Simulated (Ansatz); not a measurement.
Reaction (isomerisation): `F[SiH]1[CH2][GeH2]1` → `F[CH]1[SiH2][GeH2]1`

Gas-phase electronic energies from Ansatz, PBE0-D4/def2-TZVP geometries. CCSD(T)/CBS adds triple-zeta CCSD(T) − MP2 to the extrapolated MP2 energy (def2 sets, frozen cores). Functionals use def2-TZVPP. B3LYP here is the variant with VWN-RPA as its local correlation; programs differ in this. For Ge outer-core shells are correlated without core-valence functions, which leaves a few kJ/mol of doubt a bond. Scalar relativity is left out up to krypton.

`F[SiH]1[CH2][GeH2]1`:

```xyz
9

F    -1.248    1.764    1.284
Si   -0.557    0.344    1.040
C     0.967    0.293   -0.004
Ge   -0.510   -0.705   -0.994
H    -0.558   -0.413    2.311
H     1.842   -0.256    0.337
H     1.247    1.204   -0.532
H    -0.879   -0.016   -2.308
H    -0.303   -2.215   -1.133
```

`F[CH]1[SiH2][GeH2]1`:

Z-matrix (Å, degrees):
```
C
Si 1 1.894
Ge 1 2.013 2 72.8
F 1 1.372 2 123.0 3 -119.6
H 1 1.093 2 113.2 3 103.3
H 2 1.481 1 113.9 3 101.3
H 2 1.484 1 119.8 3 -119.9
H 3 1.529 1 116.2 2 -102.4
H 3 1.530 1 115.2 2 119.7
```

| level | ΔE (kcal/mol) | difference from CCSD(T)/CBS |
| --- | --- | --- |
| PBE-D4 | 54.1 | -6.0 |
| r2SCAN-D4 | 58.2 | -1.9 |
| PBE0-D4 | 56.5 | -3.6 |
| ωB97X-V | 57.5 | -2.6 |
| ωB97M-V | 58.5 | -1.6 |
| B2PLYP | 59.2 | -0.9 |
| PBE | 54.1 | -6.0 |
| r2SCAN | 58.2 | -1.9 |
| PBE0 | 56.5 | -3.6 |
| B3LYP | 57.2 | -2.9 |
| HF/def2-TZVPP | 60.9 | 0.8 |
| CCSD/def2-TZVPP | 59.8 | -0.3 |
| CCSD(T)/def2-TZVPP | 59.2 | -0.9 |
| SCS-MP2/def2-QZVPP | 61.8 | 1.7 |
| HF/CBS(def2) | 61.4 | 1.3 |
| CCSD/CBS(def2) | 60.6 | 0.5 |
| CCSD(T)/CBS | 60.1 | 0 |

Largest T1 diagnostic among the species: 0.013.

From PBE to PBE0 (25 % exact exchange), in def2-TZVPP and without D4, ΔE moves by +2.4 kcal/mol.
